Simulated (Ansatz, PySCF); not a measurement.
Reaction (SMILES): [NH]C=O → [NH-]C=O (an electron is taken up)
Each molecule is optimised on its own at B3LYP-D3(BJ)/def2-TZVP (Ansatz, an electronic-structure program), one conformer each, not searched for the lowest.

Property: adiabatic electron affinity (0 K, with B3LYP-D3(BJ) harmonic zero-point energies from PySCF), positive where the reaction releases energy, in eV. Valence correlation only, unless marked. UHF or UKS for open shells. Spin-orbit coupling is left out. Non-relativistic unless marked X2C. Anions need diffuse functions: aug- sets have them; def2-D sets add few; the other sets have none. Basis-set limits of correlation are two-point, X^-3; Hartree-Fock from the larger set. [CCSD(T)-MP2]/basis is that difference in the basis named.

```json
[
 {"level": "HF/6-31G", "program": "Ansatz", "adiabatic electron affinity (eV)": "0.79", "minus last row": "-2.06"},
 {"level": "HF-D4/def2-TZVPD", "program": "PySCF + dftd4", "adiabatic electron affinity (eV)": "1.18", "minus last row": "-1.67"},
 {"level": "TPSS-D3(BJ)/def2-TZVPD", "program": "PySCF + dftd3", "adiabatic electron affinity (eV)": "2.61", "minus last row": "-0.24"},
 {"level": "M06-L-D4/def2-TZVPD", "program": "PySCF + dftd4", "adiabatic electron affinity (eV)": "2.47", "minus last row": "-0.38"},
 {"level": "B3LYP-D3(BJ)/def2-TZVPD", "program": "Ansatz + dftd3", "adiabatic electron affinity (eV)": "2.76", "minus last row": "-0.09"},
 {"level": "PW6B95-D3(BJ)/def2-TZVPD", "program": "PySCF + dftd3", "adiabatic electron affinity (eV)": "2.72", "minus last row": "-0.13"},
 {"level": "B2PLYP/def2-TZVPD", "program": "Ansatz", "adiabatic electron affinity (eV)": "2.73", "minus last row": "-0.12"},
 {"level": "CCSD(T)/aug-cc-pVDZ", "program": "Ansatz", "adiabatic electron affinity (eV)": "2.62", "minus last row": "-0.23"},
 {"level": "X2C-CCSD(T)/cc-pVTZ-DK", "program": "Ansatz", "adiabatic electron affinity (eV)": "2.30", "minus last row": "-0.55"},
 {"level": "RI-MP2/CBS(aug-cc-pVTZ,aug-cc-pVQZ)+[CCSD(T)-MP2]/aug-cc-pVTZ", "program": "Ansatz", "adiabatic electron affinity (eV)": "2.85", "minus last row": "0.00"}
]
```
